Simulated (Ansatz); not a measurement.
The same germylene extrusion along the group C, Si, Ge.

Program: Ansatz. Geometries: PBE0-D4/def2-TZVP. ΔE: electronic, gas phase. CBS: MP2 limit from def2 TZ/QZ plus the TZ coupled-cluster correction, frozen cores. This one scheme is used for every species. For Ge outer-core shells are correlated without core-valence functions, which leaves a few kJ/mol of doubt a bond. Scalar relativity is left out up to krypton. One conformer a species, not always the lowest.

Problem. Order these by ΔE at CCSD(T)/CBS, lowest first. (Estimate.)
A. `N[SiH2]F` → `F[SiH]` + NH₃
B. `[NH2][GeH2][F]` → `[F][GeH]` + NH₃
C. `NCF` → `[CH]F` + NH₃

Solution. B (+137.0 kJ/mol), A (+274.6 kJ/mol), C (+367.7 kJ/mol).

Largest T1 diagnostic: 0.018, for `[CH]F`.
